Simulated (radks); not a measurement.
These are the eigenvalues of the occupied orbitals of an atom or ion with whole-number occupations (eV). Calculated with a radial shooting solver on a logarithmic mesh with Libxc functionals: non-relativistic Kohn-Sham, BLYP, spin-polarised, spherical densities, point nucleus.

| orbital | eigenvalue |
|---|---|
| 1s up | -8788.463 |
| 1s down | -8787.718 |
| 2s up | -1077.247 |
| 2s down | -1075.941 |
| 2p up | -949.3814 |
| 2p down | -948.2333 |
| 3s up | -146.7565 |
| 3p up | -106.6582 |
| 3p down | -103.7063 |
| 3d up | -38.9412 |
| 3d down | -36.3398 |
| 4s up | -25.1834 |

Which element is it, and in what charge state? The configuration may be excited. Open shells, if any, are filled with parallel spins first.

Answer. Z = 29, copper, charge +2: Cu2+ in [Ne] 3s1 3p6 3d9 4s1. The list shows which subshells hold electrons but not how many an open one holds; the 1s level, -322.97 hartree, gives Z - s = 25.4 by -(Z - s)^2/2, which with screening narrows Z to a few neighbours, and the depths of the outer levels then fix element, charge and occupations together.
